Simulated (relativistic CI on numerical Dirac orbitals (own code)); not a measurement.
# Hyperfine structure of Bi³⁷⁺, mass number 207

Computed by Dirac-Coulomb-Breit CI, orbitals from a KLI potential per configuration, QED by a radiative potential, unscaled Slater integrals (own radial code, finite nucleus).

Configuration list (outside the closed core [Ar] 3d10): 4s2 4p6 4d10, 4s2 4p6 4d9 4f, 4s2 4p5 4d10 4f, 4s 4p6 4d10 4f, 4s2 4p6 4d9 5s, 4s2 4p6 4d9 5p, 4s2 4p6 4d9 5d, 4s2 4p5 4d10 5s, 4p6 4d10 4f2, 4p6 4d9 4f3, 4p5 4d10 4f3, 4p6 4d9 4f2 5s, 4p6 4d9 4f2 5p, 4p6 4d9 4f2 5d. Double excitations out of closed p, d and f shells are left out; levels of such configurations are missing from the list, as are those of other unlisted configurations, and high levels can miss mixing partners. These lack a partner that the ground configuration has and come out too high: 4s2 4p5 4d10 5s.

Nuclear spin I = 9/2, μ = 4.0729 μN, Q = -0.76 b (tables of Stone and Pyykkö). The electronic factors are computed for point nuclear moments, without core polarisation or the Bohr-Weisskopf and QED corrections.

```
               Level  E (cm⁻¹)  A (MHz)  B (MHz)
4s2 4p6 4d9 4f 3P°_1   1916868     6899    -3920
4s2 4p6 4d9 4f 3H°_5   1958529    10550    18000
4s2 4p6 4d9 4f 3D°_2   1961547     8795    -5000
4s2 4p6 4d9 4f 3F°_3   1990303    10110     -801
4s2 4p6 4d9 4f 3H°_6   2005858     8039    17500
4s2 4p6 4d9 4f 1D°_2   2016572     3645   -10700
4s2 4p6 4d9 4f 3F°_4   2053386     7232    -8310
4s2 4p6 4d9 4f 3G°_5   2070560     7800     4370
```

Levels with J = 0, under 50 % of one LS term, or S terms without an open s electron are left out. Small factors come from cancelling terms and can be off by tens of per cent or more.

At this charge energies of transitions that change n are usually good to better than 1 %, and those within a shell (Δn = 0) to a few per cent.

Give the hyperfine levels of 4s2 4p6 4d9 4f 3P°_1 relative to its centre of gravity.

With K = F(F + 1) − I(I + 1) − J(J + 1), E = AK/2 + B[¾K(K + 1) − I(I + 1)J(J + 1)]/[2I(2I − 1)J(2J − 1)]: F = 7/2: -39740, F = 9/2: -4287, F = 11/2: 30070 MHz.

LS names give the leading component of a level, which can be under half, so a name can repeat, a term be missing and a line seem to break the LS rules.
